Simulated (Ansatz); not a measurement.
Consider the cleavage of the Ge–In bond: `[Cl][InH][GeH3]` + HI → `[GeH3][I]` + `[Cl][InH2]`.

Program: Ansatz. Geometries: PBE0-D4/def2-TZVP. ΔE: electronic, gas phase. CCSD(T)/CBS is the MP2 limit (def2-TZVPP, def2-QZVPP) plus CCSD(T) − MP2 in def2-TZVPP, frozen cores. Functionals use def2-TZVPP. Elements past krypton have def2 core potentials. For Ge, I, In outer-core shells are correlated without core-valence functions, which leaves a few kJ/mol of doubt a bond. Scalar relativity is left out up to krypton.

```
             level  ΔE (kJ/mol)  difference from CCSD(T)/CBS
       LDA (SPW92)        -17.0                          5.7
         revPBE-D4        -22.3                          0.4
         r2SCAN-D4        -25.9                         -3.2
        r2SCANh-D4        -26.8                         -4.1
           LC-ωPBE        -29.3                         -6.6
  CCSD(T)/def2-SVP        -20.4                          2.3
     HF/def2-TZVPP        -43.0                        -20.3
SCS-MP2/def2-TZVPP        -27.9                         -5.2
CCSD(T)/def2-TZVPP        -22.5                          0.2
      HF/CBS(def2)        -43.8                        -21.1
       CCSD(T)/CBS        -22.7                            0
```

Largest T1 diagnostic among the species: 0.014.

Leaving LDA and LC-ωPBE aside and taking each functional with its dispersion term where it has one, the values, not all of them listed here, spread over 12.7 kJ/mol, from B97M-V to BLYP-D4. LDA lies +3.4 kJ/mol from PBE without D4. From BLYP to BHLYP (50 % exact exchange), in def2-TZVPP and without D4, ΔE moves by −10.7 kJ/mol.
